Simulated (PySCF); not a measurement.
Gas-phase reaction: SiF4 + 3 SiO(OH)2 = Si2O(OH)6 + 2 SiOF2

Method: PySCF energies plus ideal-gas RRHO corrections (1 bar). † marks an energy on the PBE0/def2-TZVP geometry and frequencies; other levels use their own. MP2 and CCSD(T) freeze the core. 6-31G* has spherical d functions here. All species are closed-shell singlets. B3LYP is the form with VWN-RPA correlation. SiO(OH)2, Si2O(OH)6, SiOF2: computed as isolated molecules; such fragments, hydroxides, amides, oligomers or adducts are transient or little studied in the gas. MP2 isn't extrapolated to the basis-set limit. CCSD(T) isn't extrapolated to the basis-set limit.

```tsv
level	ΔH°(298 K), kJ
B3LYP/def2-TZVP†	-203
BLYP/def2-TZVP†	-176
CCSD(T)/def2-SVP†	-247
HF/6-31G*	-251
M06-2X/def2-TZVP†	-249
MP2/def2-SVP†	[?]
MP2/def2-TZVPP†	-228
PBE/def2-TZVP†	[?]
PBE0/def2-TZVP	[?]
r2SCAN/def2-TZVP†	[?]
LDA/def2-TZVP†	-250
```

Problem. Fill in the missing entries.

Solution. 
- MP2/def2-SVP†, ΔH°(298 K), kJ: -246
- PBE/def2-TZVP†, ΔH°(298 K), kJ: -197
- PBE0/def2-TZVP, ΔH°(298 K), kJ: -222
- r2SCAN/def2-TZVP†, ΔH°(298 K), kJ: -227
